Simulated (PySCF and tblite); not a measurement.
Results of a calculation; reference values are marked as such.
C₅H₄O₃S, numbered as in [O:1]=[CH:2][C:3]1=[CH:4][S:5](=[O:6])(=[O:7])[CH:8]=[CH:9]1.

Geometries GFN2-xTB; weights from PBE0-D3(BJ)/pcSseg-1 (IEF-PCM, chloroform) energies and GFN2-xTB thermal corrections, with symmetry numbers and mirror pairs. Conformers within 3 kcal/mol (GFN2-xTB free energy) were kept, 10 at most. Run with PySCF (density fitting) and tblite.

Rotational constants are equilibrium values for the commonest isotopes; dipoles come from the energy level named and are polarised by its solvent model.

Torsions listed: O1–C2–C3–C4. The 5-ring runs over atoms 3–4–5–8–9.

| conformer | shape | symmetry | weight % |
| --- | --- | --- | --- |
| 1 | 5-ring flat; 180° | Cs | 97.3 |
| 2 | 5-ring flat; 0° | Cs | 2.7 |

Sets of constants, in random order:

```tsv
set	A (MHz)	B (MHz)	C (MHz)	abs μa (D)	abs μb (D)	abs μc (D)
P	3869	890	840	2.49	0.31	0.00
Q	3306	947	857	2.66	4.66	0.00
```

(1) Match each set to its conformer.

Results:

(1) P is conformer 1, Q is conformer 2.


Conformer gaps in pcSseg-1 on xTB geometries can be 2 kcal/mol off for S=O, P=O and other polar bonds.